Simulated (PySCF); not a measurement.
# Shifts of the heteroatoms

Bonds (- single, = double, # triple, : aromatic): C1=N2 1.256 Å, N2-B3 1.438 Å, B3-N4 1.435 Å, N4-B5 1.423 Å, B5-N6 1.428 Å, N6-B7 1.428 Å, B7-N8 1.423 Å, N8-B3 1.435 Å. C1 carries H9, H10; N4 carries H11; B5 carries H12; N6 carries H13; B7 carries H14; N8 carries H15. H10 is cis to B3; H9 is trans to B3.

- geometry: PBE0-D3(BJ)/def2-SVP
- σ from GIAO-PBE0/pcSseg-1
- J couplings at B3LYP/pcJ-1 (spin–dipole term only in couplings to heteroatoms)
- code: PySCF
- no solvent model, non-relativistic Hamiltonian, one computed conformer, rapidly exchanging positions averaged

Where does $^{15}$N resonate?

## Answers


```tsv
atoms	environment	σ (ppm)	δ (ppm)
N2	imine nitrogen	-173.0	7.9
N6	nitrogen bonded to 2 B, H, in a 6-membered ring	125.5	-265.3
N4/N8	nitrogen bonded to 2 B, H, in a 6-membered ring	140.8	-279.3
```

Shieldings were converted by a linear fit to measured shifts: $^{15}$N: δ = -150.45 − 0.916σ (rms 7.2 ppm, 79 shifts vs CH3NO2, solution or neat liquid). A few per cent of atoms miss by over 2 rms, more outside the fitted compound classes. Couplings are scaled by factors fitted to measured values: $^{2}J$(H,H) × 0.91 (rms 0.6 Hz); all others are unscaled and can be 10–30 % off.

Couplings (the largest are listed; each averaged over equivalent pairs): $^{1}J$(B3,N4) = -30.0 Hz, $^{1}J$(N4,B5) = -26.5 Hz, $^{1}J$(N2,B3) = -25.9 Hz, $^{1}J$(B5,N6) = -25.9 Hz, $^{1}J$(C1,N2) = -14.5 Hz, $^{2}J$(N2,H9) = -8.6 Hz, $^{2}J$(N4,H12) = -4.9 Hz, $^{2}J$(N6,H12) = -4.6 Hz, $^{2}J$(N2,H10) = 4.1 Hz, $^{2}J$(N4,N8) = 2.0 Hz, $^{2}J$(N2,N4) = 1.1 Hz, $^{2}J$(N4,N6) = 1.1 Hz. Signs are for $^{15}$N, whose magnetogyric ratio is negative.

On a 600 MHz spectrometer $^{15}$N resonates near 60.8 MHz, so 1 ppm is 60.8 Hz.
